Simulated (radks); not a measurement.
Problem. Species: Ne. Configuration: 1s1.5 2s2 2p6 3s0.5 (fractional occupations, a model configuration). Calculated with a radial shooting solver on a logarithmic mesh with Libxc functionals: non-relativistic Kohn-Sham, PBE, spin-unpolarised, spherical densities, point nucleus. Some entries of the table are withheld. Estimate them.

| orbital | occ. | eigenvalue (hartree) | r(max) (bohr) |
|---|---|---|---|
| 1s | 1.5 | (1) | (2) |
| 2s | 2 | (3) | (4) |
| 2p | 6 | -0.77484 | (5) |
| 3s | 0.5 | (6) | 4.117 |

Solution. 
(1) 1s eigenvalue (hartree): -32.18010
(2) 1s r(max) (bohr): 0.1018
(3) 2s eigenvalue (hartree): -1.62028
(4) 2s r(max) (bohr): 0.6598
(5) 2p r(max) (bohr): 0.5809
(6) 3s eigenvalue (hartree): -0.06279
